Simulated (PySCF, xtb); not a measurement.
AlBr3, SMILES [Al]([Br])([Br])[Br].

GFN2-xTB run with xtb at its own geometry gives an orbital gap of 4.25 eV and a dipole moment of 0.00 D.

Coordinates come from a B3LYP-D3(BJ)/def2-SVP optimisation. The isomer is the one that the SMILES or the coordinates give; other isomers of the formula were not compared.

Task: What does PBE/def2-TZVP run with PySCF give? (Estimate from the structure and the level; the computed values follow.)

Result: gap 4.90 eV (levels -7.36 and -2.47 eV), dipole 0.00 D.
